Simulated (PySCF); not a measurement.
Isomers of C5H13GaO. Method used: PBE0-D3(BJ)/def2-SVP geometry optimisation, gas phase in PySCF 2.14.0. Energies are electronic, without zero-point or thermal terms, for one conformer each. No frequencies were run at this level. Point groups hold within 0.08 Å.

Question: Order them by energy at this level, lowest first, and give relative energies in kcal/mol.
A. `[CH2:1]=[CH:2][CH2:3][GaH2-:4][O+:5]([CH3:6])[CH3:7]` with C1–C2–C3–Ga4 -110°, C2–C3–Ga4–O5 48°, C3–Ga4–O5–C6 63°
B. `[CH3:1][C@@H:2]1[CH2:3][CH2:4][O+:5]([GaH3-:6])[CH2:7]1` with C1–C2–C3–C4 -118°, C2–C3–C4–O5 20°, C3–C4–O5–Ga6 105°, C4–O5–C7–C2 40°

Answer: B (0.0), A (20.4).

```tsv
SMILES	E (Eh)	E rel (kcal/mol)	dipole (D)	point group	A, B, C (MHz)
C[C@@H]1CC[O+]([GaH3-])C1	-2197.40642	0.0	4.79	C1	2961, 1044, 929.6
C=C[CH2][GaH2-][O+](C)C	-2197.37394	20.4	3.44	C1	1713, 1588, 1034
```
